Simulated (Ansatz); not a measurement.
Reaction (ligand exchange at the Si–C bond): `N=C[SiH2]F` + `N[SiH2][SiH3]` → `F[SiH2]N[SiH2][SiH3]` + `C=N`

Isolated molecules relaxed with PBE0-D4/def2-TZVP in Ansatz; ΔE leaves out vibrations. CCSD(T)/CBS is the MP2 limit (def2-TZVPP, def2-QZVPP) plus CCSD(T) − MP2 in def2-TZVPP, frozen cores. This one scheme is used for every species. Functionals use def2-TZVPP. B3LYP here is the variant with VWN-RPA as its local correlation; programs differ in this. Each species was taken in one conformer, which may not be the lowest.

`N=C[SiH2]F`:

Cartesian coordinates in Å:
```
N -1.737 -0.560 -0.246
C -0.557 -0.815 0.145
Si 0.871 0.409 0.078
F 0.266 1.749 -0.557
H -1.811 0.397 -0.602
H -0.384 -1.822 0.545
H 1.388 0.718 1.433
H 1.966 -0.077 -0.795
```

`N[SiH2][SiH3]`:

Cartesian coordinates in Å:
```
N 0.778 1.595 -0.233
Si 0.733 -0.112 -0.475
Si -1.113 -0.981 0.673
H -0.050 2.143 -0.400
H 1.604 2.112 -0.491
H 2.001 -0.673 0.066
H 0.646 -0.561 -1.901
H -2.357 -0.277 0.249
H -0.966 -0.817 2.144
H -1.276 -2.429 0.367
```

`F[SiH2]N[SiH2][SiH3]`:

```xyz
13

F    -0.794   -2.542   -1.217
Si   -1.260   -1.974    0.206
N    -0.227   -0.747    0.789
Si   -0.278    0.952    0.419
Si    1.609    1.635   -0.791
H    -1.225   -3.124    1.138
H    -2.611   -1.409    0.008
H     0.582   -1.064    1.306
H    -1.514    1.164   -0.380
H    -0.377    1.761    1.668
H     1.655    0.959   -2.114
H     2.843    1.278   -0.035
H     1.596    3.110   -0.997
```

`C=N`:

Cartesian coordinates in Å:
```
C -0.378 -0.086 -0.039
N 0.843 -0.267 -0.292
H -0.773 0.685 0.633
H -1.116 -0.736 -0.515
H 1.424 0.403 0.214
```

| level | ΔE (kJ/mol) |
| --- | --- |
| B3LYP-D4 | -90.2 |
| HF/def2-TZVPP | -98.4 |
| SCS-MP2/def2-QZVPP | -95.4 |
| HF/CBS(def2) | -99.4 |

(1) What does CCSD(T)/CBS give? (An estimate is asked.)

Largest T1 diagnostic among the species: 0.012.

## Answers

(1) Computed: -92.4 kJ/mol. The listed levels differ from it by 2.2, -6.0, -3.0, -7.0 kJ/mol.

The D4 term adds −4.2 kJ/mol with B3LYP and −2.6 kJ/mol with PBE0; it sums over pairs of atoms, weighted by their polarisabilities, and B3LYP, whose exchange is more repulsive, gets the larger term. From PBE to PBE0 (25 % exact exchange), in def2-TZVPP and without D4, ΔE moves by −5.6 kJ/mol.
